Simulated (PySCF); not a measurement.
The linear singlet lies higher and needs more than one determinant, so no gap is given.

B3LYP has the VWN-RPA correlation part, as in Gaussian. 

**CNS, SMILES `[S+][N+]#[C-]` (lower triplet) (charge 1, multiplicity 3)**

Level of theory: B3LYP-D3(BJ)/def2-TZVP (PySCF).

```
Property                                                       Result
-----------------------------  --------------------------------------
highest occupied spin orbital                               -16.13 eV
total energy                                             -490.6392 Ha
cost                           about 26 core-seconds (a rough figure)
```

Bond lengths (Å): C1–N2 1.223, N2–S3 1.545. Angles (°): C1–N2–S3 180.0.
Charge +1, spin multiplicity 3.
